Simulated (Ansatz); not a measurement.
`C[S][SnH2][Cl]` + silanol → `O[SiH2][SnH2][Cl]` + CH₃SH  (formal exchange of groups at the Sn–S bond)

Calculated with Ansatz (gas phase, PBE0-D4/def2-TZVP geometries, no zero-point term in ΔE). CCSD(T)/CBS is the MP2 limit (def2-TZVPP, def2-QZVPP) plus CCSD(T) − MP2 in def2-TZVPP, frozen cores. This one scheme is used for every species. DFT in def2-TZVPP. Elements past krypton have def2 core potentials. For Sn outer-core shells are correlated without core-valence functions, which leaves a few kJ/mol of doubt a bond. One conformer a species, not always the lowest.

`C[S][SnH2][Cl]`:

```xyz
9

C    -1.255   -0.285   -0.994
S    -1.203    0.620    0.582
Sn    1.067    0.242    1.165
Cl    2.377    1.128   -0.560
H    -0.546    0.133   -1.708
H    -1.064   -1.348   -0.852
H    -2.265   -0.159   -1.384
H     1.444    1.086    2.589
H     1.446   -1.419    1.162
```

`O[SiH3]`:

```xyz
6

O     0.158    1.117    0.609
Si   -0.150   -0.237   -0.279
H     0.757    1.038    1.352
H     1.091   -0.787   -0.891
H    -1.093    0.179   -1.341
H    -0.764   -1.310    0.551
```

`O[SiH2][SnH2][Cl]`:

```xyz
9

O    -1.675    0.601    0.961
Si   -0.795    0.951   -0.378
Sn    1.103   -0.793   -0.392
Cl    0.821   -1.478    1.864
H    -1.232    0.066    1.631
H    -1.659    0.839   -1.578
H    -0.206    2.316   -0.333
H     0.915   -2.228   -1.295
H     2.726   -0.274   -0.481
```

CH₃SH:

Z-matrix (Å, degrees):
```
C
S 1 1.806
H 1 1.089 2 111.5
H 1 1.089 2 111.5 3 -123.8
H 1 1.090 2 106.2 3 118.1
H 2 1.342 1 97.1 3 61.9
```

```json
{"level": "PBE-D4", "ΔE (kJ/mol)": "24.1"}
{"level": "PBE0-D4", "ΔE (kJ/mol)": "27.4"}
{"level": "ωB97X-V", "ΔE (kJ/mol)": "33.1"}
{"level": "PBE", "ΔE (kJ/mol)": "23.5"}
{"level": "HF/def2-TZVPP", "ΔE (kJ/mol)": "46.0"}
{"level": "CCSD(T)/def2-TZVPP", "ΔE (kJ/mol)": "35.9"}
{"level": "HF/def2-QZVPP", "ΔE (kJ/mol)": "46.7"}
{"level": "MP2/def2-QZVPP", "ΔE (kJ/mol)": "42.7"}
```

Problem. What does CCSD(T)/CBS give? (An estimate is asked.)

Solution. Computed: +36.9 kJ/mol. The listed levels differ from it by -12.8, -9.5, -3.8, -13.4, 9.1, -1.0, 9.8, 5.8 kJ/mol.

Largest T1 diagnostic among the species: 0.012.

From PBE to PBE0 (25 % exact exchange), in def2-TZVPP and without D4, ΔE moves by +3.4 kJ/mol. In def2-TZVPP, CCSD(T) changes the Hartree–Fock value by −10.1 kJ/mol (the triples alone add +0.5 kJ/mol) and MP2 by −4.1 kJ/mol.
